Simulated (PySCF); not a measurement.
# [SmF3(H2O)]− at several levels of theory

Computed with PySCF 2.14.0 (density fitting, no spin-orbit coupling) at the geometry relaxed with PBE0:

```xyz
7
[SmF3(H2O)]− (singlet in the valence; each metal's 4f electrons, 6 of them, lie in its core potential, out of spins and levels)
Sm    0.1359    0.1381    0.2062
F     1.5274    1.0591    1.6746
F    -2.1684   -0.1300    0.6372
F     0.9329   -1.3334   -1.2490
O    -1.8123    1.2442   -1.3456
H    -2.1887    0.6955   -0.5628
H    -1.8887    0.6526   -2.1012
```

```csv
level,basis,state,HOMO (eV),gap (eV),charge on Sm1 (e),population of f-type functions on Sm1 (polarisation alone where 4f lies in the core),dipole about the centre of mass (D),largest force component (eV/Å)
PBE0,"Sm lcecp-0-SVP with ECP52, F def2-SVP, O def2-SVP, H def2-SVP",singlet,–,–,0.74,0.05,1.71,0.02
M06-L,the same,singlet,–,–,0.83,0.04,1.65,0.26
B3LYP,the same,singlet,–,–,0.67,0.05,1.72,0.21
```

In the lcecp rows the 4f levels are missing from HOMO and gap, and the state counts the valence alone.

Charges are Mulliken's, which hang on the basis. The relaxation used the grid (50, 194), these runs (75, 302) or, all-electron (x2c bases, spin-free X2C Hamiltonian), (99, 590).

What does PBE0 with Sm lcecp-0-TZVP with ECP52, F def2-TZVP, O def2-TZVP, H def2-TZVP give here?

state singlet, charge on Sm1 (e) 1.14, population of f-type functions on Sm1 (polarisation alone where 4f lies in the core) 0.06, dipole about the centre of mass (D) 1.64, largest force component (eV/Å) 0.28. Time: 14 s on 2 threads of Arm Neoverse V2, on a shared host, from free ions and atoms.

An lcecp potential fixes the number of 4f electrons, so in runs with it no electron can move into or out of that shell.
